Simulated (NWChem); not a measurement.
**Basis-set convergence for thionyl fluoride (F2OS)**

SMILES: O=S(F)F
```xyz
4

O     -1.3917    -0.3297     0.0000
S     -0.1604     0.4112     0.0000
F      0.7611    -0.2190     1.1690
F      0.7611    -0.2190    -1.1690
```
Charge 0, spin multiplicity 1.

All runs are NWChem calculations. All single points use one geometry, from PBE0/def2-SVP, a minimum by its harmonic frequencies.

Quantity: LUMO energy at the level PBE.

The Pople sets run with spherical d functions.

| basis | functions | LUMO energy (eV) |
|---|---|---|
| STO-3G | 24 | 3.44 |
| 3-21G | 40 | … |
| cc-pVDZ | 60 | -1.98 |
| pcseg-1 | 60 | -2.41 |
| 6-31G* | 60 | -1.98 |
| 6-31+G* | 76 | -2.74 |
| 6-311G** | 80 | -2.43 |
| cc-pVTZ | 124 | … |
| def2-TZVPD | 166 | -2.65 |
| def2-QZVP | 241 | … |

Task: Fill in the missing entries.

Result: 
- 3-21G, LUMO energy (eV): -1.63
- cc-pVTZ, LUMO energy (eV): -2.33
- def2-QZVP, LUMO energy (eV): -2.58
